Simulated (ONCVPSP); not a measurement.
# What one change does to a pseudopotential (mercury, ONCV)

```
Element                 : Hg
Generator               : ONCVPSP 4.0.1
Type                    : optimised norm-conserving Vanderbilt (ONCV)
Functional              : PBE
Relativity              : non-relativistic
Frozen core             : [Kr] 4d10 4f14 5s2
Valence charge          : 18
Reference configuration : 5p6 5d10 6s1.5 (charge +0.5)
Partial waves           : 6s: rc 2.50 bohr, ncon 3, nbas 7, qcut 2.6 1/bohr, 2 projectors, debl 1.9 Ha; 5p: rc 1.35 bohr, ncon 4, nbas 7, qcut 8.7 1/bohr, 1 projector; 5d: rc 1.70 bohr, ncon 5, nbas 10, qcut 8 1/bohr, 1 projector
Local potential         : polynomial inside 1.00 bohr (lpopt 1, dvloc0 6 Ha)
Core correction         : Teter function, fcfact 2.25, rcfact 1.45
```

Change: s: rc 1.84.

Cutoffs: the cutoffs (Ha) at which the residual kinetic energy of the hardest occupied pseudo-wave falls to 1 and 0.1 mHa per electron; they do not see the model core or the augmentation charge, which bear on the density cutoff. Errors are all-electron minus pseudo energies relative to the spin-unpolarised reference configuration.

Question: Predict the effect on cutoff, ghosts and configuration errors.

Answer: The potential gets harder (32 Ha and 39 Ha → 36 Ha and 49 Ha); both files keep a bound ghost (s); of the 4 tests that both files solve, the error grows in 2 and shrinks in 2 by more than 15 % and 0.3 meV (median size 7.9 → 6.8 meV). A smaller radius makes the pseudo-wave follow the all-electron one further in, where it bends more sharply, so more plane waves are needed.

```csv
quantity,base,changed
"cutoff, loose",32 Ha,36 Ha
"cutoff, tight",39 Ha,49 Ha
loose cutoff by channel,"s 3.9 Ha, p 32 Ha, d 22 Ha","s 36 Ha, p 32 Ha, d 22 Ha"
bound ghosts,s,s
GHOST(+) flags under 300 eV,s at 86.2 eV,s at 104.0 eV
"error for 5p6 5d10 6s2, meV [ΔE -3.47 eV]",-1.1,-0.2
"error for 5p6 5d10 6s1, meV [ΔE 5.20 eV]",-0.7,-1.5
"error for 5p6 5d10 6s0, meV [ΔE 21.20 eV]",-15,-12
"error for 5p5 5d10 6s2, meV [ΔE 64.64 eV]",-69,-82
p: phases at 1.37 bohr within 0.05 rad from the reference energy up to (Ha; the scan ends near 5),1.6,1.6
d: phases at 1.72 bohr within 0.05 rad from the reference energy up to (Ha; the scan ends near 5),2.4,2.4
"rms error of d²Exc/dni dnj with the model core, mHa",0.88,0.87
```

 A true bound ghost makes a file unfit for plane-wave use even where its test errors are small: the radial tests pick states by their node count and pass the ghost by.
